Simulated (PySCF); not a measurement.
Computed IR spectrum (relative IR intensity) of a molecule C2H4BNO2. Coordinates come from a B3LYP-D3(BJ)/def2-SVP optimisation. The values are those of a single conformer. Computed with B3LYP-D3(BJ)/def2-SVP run with PySCF. No scaling factor is applied to the harmonic values.

Lines under 2 % of the strongest are left out, and lines within 2 cm⁻¹ are merged.

| ν (cm⁻¹) | relative intensity |
|---|---|
| 906 | 2.8 |
| 912 | 4.8 |
| 1018 | 2.1 |
| 1205 | 4.7 |
| 1387 | 37 |
| 1493 | 3.4 |
| 1626 | 13 |
| 2474 | 100 |
| 2587 | 7.8 |
| 3021 | 3.1 |

Question: Identify the compound among the candidates.
A) COBN=C=O
B) OB1C=NCO1
C) COB1N=CO1
D) N#CCB(O)O

Answer: A, COBN=C=O
